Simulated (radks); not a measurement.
Values are calculated unless marked as measured or tabulated.
Effect of the nuclear size on the potassium ion K2+, [Ne] 3s2 3p5. Level of theory: Dirac Kohn-Sham, exchange-only LDA, spin-unpolarised, spherical densities, finite nucleus; open shells fill j = l - 1/2 first; Fermi nuclear charge, rms radius 3.4349 fm (a radial shooting solver on a logarithmic mesh with Libxc functionals). The rms radius is varied about that value; shifts are against it.

rms radius (fm),total energy shift (eV),density at nucleus (e/bohr^3),1s1/2 shift (meV),2s1/2 shift (meV),2p1/2 shift (meV)
3.0639,-0.00479,5169,-2.02,-0.156,0.025
3.1567,-0.00364,5165,-1.54,-0.119,0.019
3.4349,0,5155,0.000,0.000,0.000
3.6753,0.00339,5147,1.43,0.110,-0.017
4.249,0.0124,5130,5.22,0.403,-0.064

Slopes of the eigenvalues against <r^2> in GHz/fm^2, as finite differences over the two radii next to the reference (eigenvalue slopes, not the field-shift constants of lines): 1s1/2 202, 2s1/2 15.6, 2p1/2 -2.47.
